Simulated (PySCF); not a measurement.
F₂Mg, triplet, at a GFN2-xTB geometry (such geometries of metal compounds can be far from the true shape) (a higher spin typed on purpose: for a closed-shell molecule this is an excited state); PBE0/def2-SVP (PySCF).

Input for PySCF:
```python
from pyscf import gto, scf, dft

mol = gto.Mole()
mol.atom = '''
    Mg    0.000000    0.000000    0.000000
    F     0.000000    0.000000    1.864751
    F    -0.000000   -0.000000   -1.864751
'''
mol.basis = 'def2-svp'
mol.charge = 0
mol.spin = 2
mol.verbose = 4
mol.build()

mf = dft.UKS(mol)
mf.xc = 'pbe0'
mf.kernel()
mo_i, mo_e, stable_i, stable_e = mf.stability(internal=True, external=False, return_status=True, nroots=6, tol=1e-6)
print('internally stable:', stable_i, ' externally stable:', stable_e)
if not stable_i:
    umf = mf.copy()
    umf.scf_summary = {}
    umf.kernel(umf.make_rdm1(mo_i, mf.mo_occ))
```

Output, abridged:

```
PySCF version 2.14.0

[INPUT] verbose = 4
[INPUT] num. atoms = 3
[INPUT] num. electrons = 30
[INPUT] charge = 0
[INPUT] spin (= nelec alpha-beta = 2S) = 2
[INPUT] symmetry False subgroup None
[INPUT] Mole.unit = angstrom
[INPUT] Symbol           X                Y                Z      unit          X                Y                Z       unit  Magmom
[INPUT]  1 Mg     0.000000000000   0.000000000000   0.000000000000 AA    0.000000000000   0.000000000000   0.000000000000 Bohr   0.0
[INPUT]  2 F      0.000000000000   0.000000000000   1.864751000000 AA    0.000000000000   0.000000000000   3.523868680509 Bohr   0.0
[INPUT]  3 F      0.000000000000   0.000000000000  -1.864751000000 AA    0.000000000000   0.000000000000  -3.523868680509 Bohr   0.0

nuclear repulsion = 72.7893185744263
number of shells = 20
number of NR pGTOs = 84
number of NR cGTOs = 46
basis = def2-svp
ecp = {}

******** <class 'pyscf.dft.uks.UKS'> ********
method = UKS
initial guess = minao
damping factor = 0
level_shift factor = 0
DIIS = <class 'pyscf.scf.diis.CDIIS'>
diis_start_cycle = 1
diis_space = 8
diis_damp = 0
SCF conv_tol = 1e-09
SCF conv_tol_grad = None
SCF max_cycles = 50
direct_scf = True
direct_scf_tol = 1e-13
number electrons alpha = 16  beta = 14
XC library pyscf.dft.libxc version 7.1.2
    S. Lehtola, C. Steigemann, M. J. T. Oliveira, and M. A. L. Marques,  SoftwareX 7, 1–5 (2018)
XC functionals = pbe0
    C. Adamo and V. Barone,  J. Chem. Phys. 110, 6158 (1999)
    M. Ernzerhof and G. E. Scuseria,  J. Chem. Phys. 110, 5029 (1999)
radial grids:
    Treutler-Ahlrichs [JCP 102, 346 (1995); DOI:10.1063/1.469408] (M4) radial grids

becke partition: Becke, JCP 88, 2547 (1988); DOI:10.1063/1.454033
pruning grids: <function nwchem_prune>
grids dens level: 3
symmetrized grids: False
atomic radii adjust function: <function treutler_atomic_radii_adjust>
small_rho_cutoff = 0
Set gradient conv threshold to 3.16228e-05
tot grids = 47104
init E= -399.104216303304

cycle= 1 E= -399.105617308934  delta_E= -0.0014  |g|= 0.29  |ddm|= 1.26

cycle= 2 E= -399.08999455957  delta_E= 0.0156  |g|= 0.382  |ddm|= 0.47

cycle= 3 E= -399.139210944429  delta_E= -0.0492  |g|= 0.0108  |ddm|= 0.241

cycle= 4 E= -399.139296849564  delta_E= -8.59e-05  |g|= 0.00279  |ddm|= 0.0181

cycle= 5 E= -399.139302443407  delta_E= -5.59e-06  |g|= 0.000522  |ddm|= 0.00493

cycle= 6 E= -399.139302716465  delta_E= -2.73e-07  |g|= 8e-05  |ddm|= 0.00084

cycle= 7 E= -399.13930272261  delta_E= -6.14e-09  |g|= 1.39e-05  |ddm|= 0.00016

cycle= 8 E= -399.139302722403  delta_E= 2.06e-10  |g|= 2.75e-05  |ddm|= 3.43e-05

Extra cycle  E= -399.139302672422  delta_E= 5e-08  |g|= 0.000327  |ddm|= 0.000302
SCF not converged.
SCF energy = -399.139302672422 after 50 cycles  <S^2> = 2.0070228  2S+1 = 3.0046782
uhf_internal: lowest eigs of H = [-3.66979789e-05  2.11749004e-03  3.33897868e-02  6.35543158e-02
  1.57547760e-01  1.91641281e-01]
<class 'pyscf.dft.uks.UKS'> wavefunction has an internal instability
internally stable: False  externally stable: None

******** <class 'pyscf.dft.uks.UKS'> ********
method = UKS
initial guess = minao
damping factor = 0
level_shift factor = 0
DIIS = <class 'pyscf.scf.diis.CDIIS'>
diis_start_cycle = 1
diis_space = 8
diis_damp = 0
SCF conv_tol = 1e-09
SCF conv_tol_grad = None
SCF max_cycles = 50
direct_scf = True
direct_scf_tol = 1e-13
number electrons alpha = 16  beta = 14
XC library pyscf.dft.libxc version 7.1.2
    S. Lehtola, C. Steigemann, M. J. T. Oliveira, and M. A. L. Marques,  SoftwareX 7, 1–5 (2018)
XC functionals = pbe0
    C. Adamo and V. Barone,  J. Chem. Phys. 110, 6158 (1999)
    M. Ernzerhof and G. E. Scuseria,  J. Chem. Phys. 110, 5029 (1999)
radial grids:
    Treutler-Ahlrichs [JCP 102, 346 (1995); DOI:10.1063/1.469408] (M4) radial grids

becke partition: Becke, JCP 88, 2547 (1988); DOI:10.1063/1.454033
pruning grids: <function nwchem_prune>
grids dens level: 3
symmetrized grids: False
atomic radii adjust function: <function treutler_atomic_radii_adjust>
small_rho_cutoff = 0
Set gradient conv threshold to 3.16228e-05
init E= -399.131336820853

cycle= 1 E= -398.999017190779  delta_E= 0.132  |g|= 0.527  |ddm|= 0.558
cycle= 2 E= -397.859757329725  delta_E= 1.14  |g|= 1.73  |ddm|= 1.47

cycle= 3 E= -398.936135503646  delta_E= -1.08  |g|= 0.628  |ddm|= 0.912

cycle= 4 E= -399.136939567116  delta_E= -0.201  |g|= 0.0817  |ddm|= 0.595

cycle= 5 E= -399.137782037631  delta_E= -0.000842  |g|= 0.0573  |ddm|= 0.086

cycle= 6 E= -399.139260086631  delta_E= -0.00148  |g|= 0.00979  |ddm|= 0.0392

cycle= 7 E= -399.139253510771  delta_E= 6.58e-06  |g|= 0.00982  |ddm|= 0.00305

cycle= 8 E= -399.139282245805  delta_E= -2.87e-05  |g|= 0.00603  |ddm|= 0.00316

cycle= 9 E= -399.13929980056  delta_E= -1.76e-05  |g|= 0.000245  |ddm|= 0.00494

cycle= 10 E= -399.139299842879  delta_E= -4.23e-08  |g|= 0.000291  |ddm|= 0.000617

cycle= 11 E= -399.139299934784  delta_E= -9.19e-08  |g|= 0.000127  |ddm|= 0.000535

cycle= 12 E= -399.139300182071  delta_E= -2.47e-07  |g|= 0.000179  |ddm|= 0.00223

cycle= 13 E= -399.139301080119  delta_E= -8.98e-07  |g|= 0.000261  |ddm|= 0.0091

cycle= 14 E= -399.139302530469  delta_E= -1.45e-06  |g|= 0.000101  |ddm|= 0.0235

cycle= 15 E= -399.13930261729  delta_E= -8.68e-08  |g|= 0.000152  |ddm|= 0.0034

cycle= 16 E= -399.139302739345  delta_E= -1.22e-07  |g|= 8.54e-05  |ddm|= 0.00837

cycle= 17 E= -399.139302744838  delta_E= -5.49e-09  |g|= 1.98e-05  |ddm|= 0.000578

cycle= 18 E= -399.139302745635  delta_E= -7.96e-10  |g|= 7.43e-06  |ddm|= 0.000609

Extra cycle  E= -399.139302742339  delta_E= 3.3e-09  |g|= 8.4e-05  |ddm|= 7.72e-05
converged SCF energy = -399.139302742339  <S^2> = 2.0070228  2S+1 = 3.0046782
```

Convergence was not reached.
